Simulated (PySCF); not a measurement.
Harmonic spectrum computed at PBE0 in the def2-TZVP basis family (core potentials from Rb on, PySCF, no spin–orbit coupling):

```tsv
symmetry	ω (cm⁻¹)	IR (km/mol, summed over degenerate members)
e	259	9.6
a1	334	24.1
e	705	269
a1	745	78.6
```

Q: Which molecule gave it? In each, all ligands are bound to the one heavy central atom.
A. SbF₃ (singlet)
B. BrF₃ (singlet)
C. AsF₃ (singlet)
D. IF₃ (singlet)
E. AlF₃ (singlet)

A: C. It has C3v symmetry with As–F 1.715 Å (×3).
